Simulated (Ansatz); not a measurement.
Start from `Cc1cccc2ccccc12` and change one atom or group to get `Clc1cccc2ccccc12`.

Ansatz, PBE0-D4/def2-TZVP geometries, multiplicity 1. 

```
                                        property  `Cc1cccc2ccccc12`
            HOMO–LUMO gap (PBE0/def2-TZVPP) / eV               5.06
             LUMO energy (B3LYP/def2-TZVPP) / eV              -1.29
size of the dipole moment (B3LYP/def2-TZVPP) / D               0.35
  size of the dipole moment (PBE/def2-TZVPP) / D               0.38
               LUMO energy (PBE/def2-TZVPP) / eV              -1.95
         HOMO–LUMO gap (ωB97M-V/def2-TZVPP) / eV               8.86
```

Task: What does the change do to each property? (Estimate.)

Result: Computed: 
| property | `Clc1cccc2ccccc12` | shift |
| --- | --- | --- |
| HOMO–LUMO gap (PBE0/def2-TZVPP) / eV | 4.98 | -0.08 |
| LUMO energy (B3LYP/def2-TZVPP) / eV | -1.59 | -0.30 |
| size of the dipole moment (B3LYP/def2-TZVPP) / D | 1.55 | 1.20 |
| size of the dipole moment (PBE/def2-TZVPP) / D | 1.46 | 1.08 |
| LUMO energy (PBE/def2-TZVPP) / eV | -2.24 | -0.29 |
| HOMO–LUMO gap (ωB97M-V/def2-TZVPP) / eV | 8.79 | -0.07 |

With PBE0 the HOMO falls by 0.22 eV and the LUMO falls by 0.30 eV, so the gap narrows by about 0.08 eV. PBE moves the HOMO by -0.19 eV and ωB97M-V by -0.22 eV. Dipoles are sizes alone; their direction can turn.

B3LYP here is the variant with VWN-RPA as its local correlation; programs differ in this.
